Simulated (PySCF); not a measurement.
A GIAO shielding run with PySCF (density fitting, non-relativistic, gas phase) on `C1[Si@@H](CC)[C@@H](C#N)[SiH2]1`, C₅H₁₁NSi₂:

```
$ OMP_NUM_THREADS=1 python probes_run.py task.json out

{"job": {"kind": "nmr", "xc": "PBE0", "basis": "pcSseg-1"}, "charge": 0, "multiplicity": 1}
C      1.866058    -0.097243     1.020342
C      1.821327    -0.199576    -0.501455
Si     0.098090     0.124781    -1.228974
C     -0.793458     1.663383    -0.499893
Si    -2.000493     0.597552     0.540432
C     -1.318563    -0.939121    -0.425254
C     -0.925357    -2.040284     0.362333
N     -0.581232    -2.909886     1.029149
H      1.207920    -0.836036     1.471141
H      2.875772    -0.276362     1.385723
H      1.555863     0.890679     1.354079
H      2.533845     0.505632    -0.932608
H      2.153940    -1.195267    -0.796800
H      0.110327     0.018196    -2.694595
H     -0.169411     2.350901     0.064247
H     -1.298732     2.259439    -1.255286
H     -3.427739     0.824633     0.309759
H     -1.692676     0.559050     1.967582
H     -2.025286    -1.291221    -1.177382
```

Hardware: 1 thread of an Intel Xeon, shared host. The job also computes population analyses, field gradients, ring-centre shieldings.

(1) How large is the calculation?

(2) How long does it take, and how much memory does it need?

## Answers

(1) 76 electrons, 205 basis functions and 1103 auxiliary functions.

(2) 120 s of wall time, with 14 SCF cycles and 5 response iterations; peak memory 0.91 GiB. Times on a shared host scatter by some tens of per cent.
